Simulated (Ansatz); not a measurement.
Program: Ansatz. Geometries: PBE0-D4/def2-TZVP. ΔE: electronic, gas phase. CCSD(T)/CBS adds triple-zeta CCSD(T) − MP2 to the extrapolated MP2 energy (def2 sets, frozen cores). This one scheme is used for every species. Functionals use def2-TZVPP. B3LYP here is the variant with VWN-RPA as its local correlation; programs differ in this. HSE06 is defined as in plane-wave codes. One conformer a species, not always the lowest.

Consider the ligand exchange at the Si–O bond: `C[Si]O` + `CNC` → `C[Si]N(C)C` + H₂O.

```
         level  ΔE (kcal/mol)
       BLYP-D4            2.6
    r2SCAN0-D4            3.0
      HSE06-D4            2.2
  CAM-B3LYP-D4            4.5
         B3LYP            6.4
         HSE06            3.9
         BHLYP            6.8
CCSD/CBS(def2)            3.2
```

(1) What does CCSD(T)/CBS give? (An estimate is asked.)

Largest T1 diagnostic among the species: 0.014.

Results:

(1) Computed: +1.9 kcal/mol. The listed levels differ from it by 0.7, 1.1, 0.3, 2.6, 4.5, 2.0, 4.9, 1.3 kcal/mol.

In def2-TZVPP, CCSD(T) changes the Hartree–Fock value by −7.0 kcal/mol (the triples alone add −1.3 kcal/mol) and MP2 by −8.2 kcal/mol. Leaving LDA and LC-ωPBE aside and taking each functional with its dispersion term where it has one, the values, not all of them listed here, spread over 4.0 kcal/mol, from revPBE-D4 to B2PLYP. LDA lies −3.0 kcal/mol from PBE without D4. The D4 term adds −3.2 kcal/mol with B3LYP and −1.8 kcal/mol with PBE0; it sums over pairs of atoms, weighted by their polarisabilities, and B3LYP, whose exchange is more repulsive, gets the larger term.
